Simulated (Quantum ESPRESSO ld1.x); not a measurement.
Results of a calculation; reference values are marked as such.
Task: These are the eigenvalues of the occupied orbitals of an atom or ion with whole-number occupations (eV). Level of theory: Dirac Kohn-Sham, relativistic LDA (MacDonald-Vosko exchange, VWN5 correlation), spin-unpolarised, spherical densities, point nucleus (ld1.x of Quantum ESPRESSO 7.5).

| orbital | eigenvalue |
|---|---|
| 1s1/2 | -371.413 |
| 2s1/2 | -54.416 |
| 3d3/2 | -11.526 |
| 3d5/2 | -11.525 |

Which element is it, and in what charge state? The configuration may be excited. Open shells, if any, are shared by 2j + 1.

Result: Z = 6, carbon, charge +2: C2+ in 1s1 2s2 3d1. The list shows which subshells hold electrons but not how many an open one holds; the 1s level, -13.649 hartree, gives Z - s = 5.2 by -(Z - s)^2/2, which with screening and relativity narrows Z to a few neighbours, and the depths of the outer levels then fix element, charge and occupations together.
